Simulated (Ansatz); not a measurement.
**Molecular dynamics of CH₄ClGa**

Input file:

```yaml
crystal:
  periodic: [false, false, false]
  atoms:
    - { symbol: Ga, position_ang: [-0.132635, -0.033161, 0.174497] }
    - { symbol: H, position_ang: [0.111173, 0.281741, 1.65743] }
    - { symbol: Cl, position_ang: [1.571061, 0.173586, -1.131861] }
    - { symbol: C, position_ang: [-1.628645, -0.446061, -1.093976] }
    - { symbol: H, position_ang: [-2.534981, -1.052937, -0.880501] }
    - { symbol: H, position_ang: [-1.997519, 0.485008, -1.329374] }
    - { symbol: H, position_ang: [-1.089216, -0.68547, -1.972973] }
basis:
  gaussian: { orbitals: def2-mTZVP }
hamiltonian:
  xc: b3lyp
  dispersion: d4
md:
  timestep: 0.25
  n_steps: 100
  ensemble: nve
  temperature: 500.0
  initial_velocities: maxwell_boltzmann
  seed: 513525
```

Launched with:

```bash
$ ansatz run input.yaml --threads 1 --pin off --max-ram 2048MiB --backend cpu --events-out ev --progress --plain --runs-dir out
```

It goes on from the last frame of an earlier run, with new velocities.

Output, in part (one step line in 2, the closing report, with atoms numbered from 0):

```
md step     0: t =     0.00 fs  T =   500.0 K  F+E_penalty+E_count = -66006.72326021 eV  E_kin = 0.323150 eV  conserved = -66006.40011021 eV  (25 SCF iters)
md step     2: t =     0.50 fs  T =   526.6 K  F+E_penalty+E_count = -66006.74068047 eV  E_kin = 0.340323 eV  conserved = -66006.40035771 eV  (22 SCF iters)
md step     4: t =     1.00 fs  T =   551.5 K  F+E_penalty+E_count = -66006.75698762 eV  E_kin = 0.356421 eV  conserved = -66006.40056686 eV  (26 SCF iters)
md step     6: t =     1.50 fs  T =   554.3 K  F+E_penalty+E_count = -66006.75889429 eV  E_kin = 0.358247 eV  conserved = -66006.40064707 eV  (26 SCF iters)
md step     8: t =     2.00 fs  T =   526.0 K  F+E_penalty+E_count = -66006.74054035 eV  E_kin = 0.339945 eV  conserved = -66006.40059503 eV  (27 SCF iters)
md step    10: t =     2.50 fs  T =   469.9 K  F+E_penalty+E_count = -66006.70412671 eV  E_kin = 0.303668 eV  conserved = -66006.40045913 eV  (23 SCF iters)
md step    12: t =     3.00 fs  T =   397.7 K  F+E_penalty+E_count = -66006.65731030 eV  E_kin = 0.257016 eV  conserved = -66006.40029456 eV  (23 SCF iters)
md step    14: t =     3.50 fs  T =   324.6 K  F+E_penalty+E_count = -66006.60991862 eV  E_kin = 0.209778 eV  conserved = -66006.40014085 eV  (23 SCF iters)
md step    16: t =     4.00 fs  T =   265.2 K  F+E_penalty+E_count = -66006.57142827 eV  E_kin = 0.171408 eV  conserved = -66006.40001986 eV  (23 SCF iters)
md step    18: t =     4.50 fs  T =   231.3 K  F+E_penalty+E_count = -66006.54944653 eV  E_kin = 0.149503 eV  conserved = -66006.39994310 eV  (22 SCF iters)
md step    20: t =     5.00 fs  T =   230.4 K  F+E_penalty+E_count = -66006.54884796 eV  E_kin = 0.148929 eV  conserved = -66006.39991858 eV  (23 SCF iters)
md step    22: t =     5.50 fs  T =   264.9 K  F+E_penalty+E_count = -66006.57118527 eV  E_kin = 0.171232 eV  conserved = -66006.39995305 eV  (22 SCF iters)
md step    24: t =     6.00 fs  T =   331.4 K  F+E_penalty+E_count = -66006.61424803 eV  E_kin = 0.214199 eV  conserved = -66006.40004937 eV  (23 SCF iters)
md step    26: t =     6.50 fs  T =   420.5 K  F+E_penalty+E_count = -66006.67194040 eV  E_kin = 0.271740 eV  conserved = -66006.40020084 eV  (23 SCF iters)
md step    28: t =     7.00 fs  T =   517.4 K  F+E_penalty+E_count = -66006.73479800 eV  E_kin = 0.334411 eV  conserved = -66006.40038697 eV  (24 SCF iters)
md step    30: t =     7.50 fs  T =   604.7 K  F+E_penalty+E_count = -66006.79137724 eV  E_kin = 0.390804 eV  conserved = -66006.40057311 eV  (24 SCF iters)
md step    32: t =     8.00 fs  T =   665.0 K  F+E_penalty+E_count = -66006.83052092 eV  E_kin = 0.429807 eV  conserved = -66006.40071354 eV  (26 SCF iters)
md step    34: t =     8.50 fs  T =   686.3 K  F+E_penalty+E_count = -66006.84428141 eV  E_kin = 0.443524 eV  conserved = -66006.40075719 eV  (26 SCF iters)
md step    36: t =     9.00 fs  T =   665.9 K  F+E_penalty+E_count = -66006.83103164 eV  E_kin = 0.430368 eV  conserved = -66006.40066355 eV  (26 SCF iters)
md step    38: t =     9.50 fs  T =   614.7 K  F+E_penalty+E_count = -66006.79770259 eV  E_kin = 0.397267 eV  conserved = -66006.40043570 eV  (24 SCF iters)
md step    40: t =    10.00 fs  T =   555.4 K  F+E_penalty+E_count = -66006.75913908 eV  E_kin = 0.358980 eV  conserved = -66006.40015864 eV  (24 SCF iters)
md step    42: t =    10.50 fs  T =   514.7 K  F+E_penalty+E_count = -66006.73261897 eV  E_kin = 0.332634 eV  conserved = -66006.39998524 eV  (22 SCF iters)
md step    44: t =    11.00 fs  T =   508.6 K  F+E_penalty+E_count = -66006.72876721 eV  E_kin = 0.328736 eV  conserved = -66006.40003125 eV  (23 SCF iters)
md step    46: t =    11.50 fs  T =   533.3 K  F+E_penalty+E_count = -66006.74493499 eV  E_kin = 0.344670 eV  conserved = -66006.40026502 eV  (23 SCF iters)
md step    48: t =    12.00 fs  T =   567.1 K  F+E_penalty+E_count = -66006.76704707 eV  E_kin = 0.366517 eV  conserved = -66006.40052958 eV  (23 SCF iters)
md step    50: t =    12.50 fs  T =   584.8 K  F+E_penalty+E_count = -66006.77866422 eV  E_kin = 0.377988 eV  conserved = -66006.40067665 eV  (25 SCF iters)
md step    52: t =    13.00 fs  T =   571.3 K  F+E_penalty+E_count = -66006.76987444 eV  E_kin = 0.369215 eV  conserved = -66006.40065940 eV  (26 SCF iters)
md step    54: t =    13.50 fs  T =   526.1 K  F+E_penalty+E_count = -66006.74054252 eV  E_kin = 0.340022 eV  conserved = -66006.40052017 eV  (26 SCF iters)
md step    56: t =    14.00 fs  T =   460.9 K  F+E_penalty+E_count = -66006.69822022 eV  E_kin = 0.297889 eV  conserved = -66006.40033122 eV  (23 SCF iters)
md step    58: t =    14.50 fs  T =   392.7 K  F+E_penalty+E_count = -66006.65395692 eV  E_kin = 0.253805 eV  conserved = -66006.40015211 eV  (22 SCF iters)
md step    60: t =    15.00 fs  T =   338.2 K  F+E_penalty+E_count = -66006.61856920 eV  E_kin = 0.218550 eV  conserved = -66006.40001930 eV  (23 SCF iters)
md step    62: t =    15.50 fs  T =   309.9 K  F+E_penalty+E_count = -66006.60024089 eV  E_kin = 0.200291 eV  conserved = -66006.39994964 eV  (23 SCF iters)
md step    64: t =    16.00 fs  T =   314.7 K  F+E_penalty+E_count = -66006.60332522 eV  E_kin = 0.203378 eV  conserved = -66006.39994728 eV  (23 SCF iters)
md step    66: t =    16.50 fs  T =   352.7 K  F+E_penalty+E_count = -66006.62798430 eV  E_kin = 0.227976 eV  conserved = -66006.40000841 eV  (23 SCF iters)
md step    68: t =    17.00 fs  T =   418.2 K  F+E_penalty+E_count = -66006.67040747 eV  E_kin = 0.270285 eV  conserved = -66006.40012280 eV  (23 SCF iters)
md step    70: t =    17.50 fs  T =   500.1 K  F+E_penalty+E_count = -66006.72348040 eV  E_kin = 0.323206 eV  conserved = -66006.40027483 eV  (23 SCF iters)
md step    72: t =    18.00 fs  T =   583.9 K  F+E_penalty+E_count = -66006.77782652 eV  E_kin = 0.377382 eV  conserved = -66006.40044461 eV  (23 SCF iters)
md step    74: t =    18.50 fs  T =   653.8 K  F+E_penalty+E_count = -66006.82315406 eV  E_kin = 0.422547 eV  conserved = -66006.40060754 eV  (24 SCF iters)
md step    76: t =    19.00 fs  T =   695.0 K  F+E_penalty+E_count = -66006.84990357 eV  E_kin = 0.449172 eV  conserved = -66006.40073164 eV  (26 SCF iters)
md step    78: t =    19.50 fs  T =   697.1 K  F+E_penalty+E_count = -66006.85132315 eV  E_kin = 0.450548 eV  conserved = -66006.40077474 eV  (26 SCF iters)
md step    80: t =    20.00 fs  T =   658.2 K  F+E_penalty+E_count = -66006.82608995 eV  E_kin = 0.425401 eV  conserved = -66006.40068907 eV  (26 SCF iters)
md step    82: t =    20.50 fs  T =   588.7 K  F+E_penalty+E_count = -66006.78094052 eV  E_kin = 0.380484 eV  conserved = -66006.40045666 eV  (24 SCF iters)
md step    84: t =    21.00 fs  T =   512.2 K  F+E_penalty+E_count = -66006.73119962 eV  E_kin = 0.331054 eV  conserved = -66006.40014562 eV  (23 SCF iters)
md step    86: t =    21.50 fs  T =   458.4 K  F+E_penalty+E_count = -66006.69618712 eV  E_kin = 0.296267 eV  conserved = -66006.39992054 eV  (23 SCF iters)
md step    88: t =    22.00 fs  T =   447.9 K  F+E_penalty+E_count = -66006.68942512 eV  E_kin = 0.289490 eV  conserved = -66006.39993504 eV  (22 SCF iters)
md step    90: t =    22.50 fs  T =   479.2 K  F+E_penalty+E_count = -66006.70991355 eV  E_kin = 0.309729 eV  conserved = -66006.40018406 eV  (25 SCF iters)
md step    92: t =    23.00 fs  T =   529.2 K  F+E_penalty+E_count = -66006.74251026 eV  E_kin = 0.342011 eV  conserved = -66006.40049884 eV  (23 SCF iters)
md step    94: t =    23.50 fs  T =   567.7 K  F+E_penalty+E_count = -66006.76762448 eV  E_kin = 0.366926 eV  conserved = -66006.40069825 eV  (26 SCF iters)
md step    96: t =    24.00 fs  T =   574.5 K  F+E_penalty+E_count = -66006.77198241 eV  E_kin = 0.371270 eV  conserved = -66006.40071259 eV  (26 SCF iters)
md step    98: t =    24.50 fs  T =   545.8 K  F+E_penalty+E_count = -66006.75329891 eV  E_kin = 0.352719 eV  conserved = -66006.40057997 eV  (26 SCF iters)
md step   100: t =    25.00 fs  T =   492.3 K  F+E_penalty+E_count = -66006.71853032 eV  E_kin = 0.318151 eV  conserved = -66006.40037949 eV  (27 SCF iters)
Total energy: -66006.71878681 eV, -2425.7021744545 hartree
Atom 0 at    -0.159066    -0.043362     0.161013 Å, force     1.194742     0.554433    -0.143762 eV/Å
Atom 1 at     0.055813     0.084597     1.725148 Å, force    -0.084123    -0.066077    -0.373347 eV/Å
Atom 2 at     1.623005     0.190915    -1.138557 Å, force     0.127426     0.022124     0.342880 eV/Å
Atom 3 at    -1.615155    -0.409968    -1.030982 Å, force    -0.713337     0.710990    -1.828616 eV/Å
Atom 4 at    -2.325762    -0.818772    -0.325328 Å, force    -0.759553    -0.660819    -0.636616 eV/Å
Atom 5 at    -2.097521     0.458351    -1.583204 Å, force     0.581049    -0.553143     1.162044 eV/Å
Atom 6 at    -1.302384    -1.029765    -1.924506 Å, force    -0.346203    -0.007508     1.477417 eV/Å
Dipole moment:    -0.593635    -0.087260     0.268616 e Å
```

All steps were run. The conserved energy stayed within 0.095 meV per atom of its start (net change -0.038 meV per atom), so the integration is sound. A run of 0.025 ps of so small a system gives no equilibrium averages.

The same pairs are bonded in the first frame and the last. Pairs count as bonded within 1.25 times the sum of covalent radii (0.12 Å more for H–H).

Last frame:

```xyz
7
Properties=species:S:1:pos:R:3
Ga -0.159 -0.043 0.161
H 0.056 0.085 1.725
Cl 1.623 0.191 -1.139
C -1.615 -0.410 -1.031
H -2.326 -0.819 -0.325
H -2.098 0.458 -1.583
H -1.302 -1.030 -1.925
```

Time of the run: 5.7 min on 1 thread of Arm Neoverse V1, with other jobs on the host, peak memory 0.17 GiB.
